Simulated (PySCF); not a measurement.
A GIAO shielding run with PySCF 2.14 (density fitting, non-relativistic, gas phase) on SMILES N#CC[SiH2]C[SiH2]S[SiH3], C₃H₁₁NSSi₃:

```
$ OMP_NUM_THREADS=1 python probes_run.py task.json out

{"job": {"kind": "nmr", "xc": "PBE0", "basis": "pcSseg-1"}, "charge": 0, "multiplicity": 1}
N     -2.749765    -0.938022    -2.026074
C     -2.402156    -1.105657    -0.947471
C     -1.964144    -1.267696     0.398480
Si    -1.817385     0.434018     1.278665
C     -0.839344     1.622100     0.159317
Si     0.697860     0.923652    -0.699865
S      1.716111    -0.327256     0.735361
Si     3.572765    -0.774297    -0.233190
H     -0.987872    -1.754463     0.396023
H     -2.666538    -1.913530     0.925330
H     -3.168272     0.969637     1.493630
H     -1.147075     0.196109     2.556265
H     -0.554550     2.489907     0.752756
H     -1.498282     1.992739    -0.625341
H      0.368686     0.078467    -1.842255
H      1.626917     1.981517    -1.097456
H      4.296365     0.475740    -0.426080
H      3.284115    -1.406299    -1.513838
H      4.222760    -1.667416     0.708282
```

Hardware: 1 thread of an Intel Xeon 6975P-C, shared host. The job also computes population analyses, field gradients.

(1) How large is the calculation?

(2) How long does it take, and how much memory does it need?

## Answers

(1) 94 electrons, 219 basis functions and 1227 auxiliary functions.

(2) 36 s of wall time, with 14 SCF cycles and 5 response iterations; peak memory 0.93 GiB. Times on a shared host scatter by some tens of per cent.
